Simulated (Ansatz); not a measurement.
Total energies of CH3Cl2OTa (`[CH3][Ta](=[O])([Cl])[Cl]`).

```xyz
8

C    -0.0028   -0.9687   -0.6123
Ta    0.0550    0.8338    0.5247
O     1.7272    1.1421    0.6466
Cl   -0.9575    2.4793   -0.7127
Cl   -0.8130    0.3849    2.6005
H    -1.0352   -1.2955   -0.7738
H     0.4807   -0.8163   -1.5827
H     0.5457   -1.7596   -0.0904
```

Charge 0, multiplicity 1. Correlated methods include outer-core shells of Ta, which these sets cover unevenly. Ta: def2 effective core potential. The structure was optimised at the PBE0-D4/def2-TZVP level. Basis def2-TZVPP, Ansatz 0.2.0.

RPA on PBE orbitals: Hartree–Fock energy of these orbitals -1090.07347 Eh, correlation -1.84704 Eh (frozen core).

```csv
functional,energy without D4 (Eh),D4 term (kJ/mol)
LDA (SPW92),-1088.87152,–
PBE,-1092.38728,-21.5
revPBE,-1092.72106,-49.5
BLYP,-1092.81162,-44.2
r2SCAN,-1092.77498,-5.2
B97M-V,-1092.60698,–
PBE0,-1092.41118,-18.7
B3LYP,-1092.90856,-34.8
r2SCANh,-1092.73973,-5.7
r2SCAN0,-1092.68860,-6.4
HSE06 (plane-wave form),-1092.38934,-17.8
BHLYP,-1092.66211,-32.0
CAM-B3LYP,-1092.78554,-19.6
LC-ωPBE,-1092.54402,–
ωB97X-V,-1092.64777,–
ωB97M-V,-1092.67769,–
B2PLYP,-1092.40995,–
PBE-QIDH,-1092.14323,–
```

B3LYP takes the VWN-RPA correlation (the form of Gaussian; ORCA's B3LYP/G). HSE06 is the plane-wave form, built on full-range PBE exchange. The double hybrids freeze the cores in their second-order part.

LC-ωPBE has ω = 0.4 bohr⁻¹.
